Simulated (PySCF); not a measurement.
A calculated (PBE0, PySCF 2.14, cc-pwCVTZ-X2C with one added diffuse shell of g type, the spin-free X2C one-electron Hamiltonian (Gaussian nucleus)) atom or ion has these occupied shells.

| shell | electrons | orbital energy (eV) | rms radius, mean of both spins (bohr) |
| --- | --- | --- | --- |
| 1s α | 1 | -59259.5 | 0.0227 |
| 1s β | 1 | -59259.5 | 0.0227 |
| 2s α | 1 | -10036.0 | 0.0918 |
| 2s β | 1 | -10036.0 | 0.0918 |
| 2p α | 3 | -8883.2 | 0.0829 |
| 2p β | 3 | -8883.2 | 0.0829 |
| 3s α | 1 | -2275.2 | 0.236 |
| 3s β | 1 | -2274.7 | 0.236 |
| 3p α | 3 | -1922.7 | 0.237 |
| 3p β | 3 | -1922.1 | 0.237 |
| 3d α | 5 | -1476.3 | 0.216 |
| 3d β | 5 | -1475.8 | 0.216 |
| 4s α | 1 | -460.93 | 0.529 |
| 4s β | 1 | -459.71 | 0.529 |
| 4p α | 3 | -343.96 | 0.563 |
| 4p β | 3 | -342.72 | 0.563 |
| 4d α | 5 | -185.42 | 0.617 |
| 4d β | 5 | -184.04 | 0.617 |
| 5s α | 1 | -63.265 | 1.31 |
| 5s β | 1 | -62.664 | 1.31 |
| 5p α | 3 | -35.698 | 1.57 |
| 5p β | 3 | -35.216 | 1.57 |
| 4f α | 7 | -12.910 | 0.930 |
| 4f β | 6 | -11.924 | 0.930 |
| 6s α | 1 | -10.023 | 3.84 |

(1) Name the element and its charge.

## Answers

(1) Tm⁺ (thulium, charge +1), in [Xe] 4f13 6s1, high-spin 3F determinant.
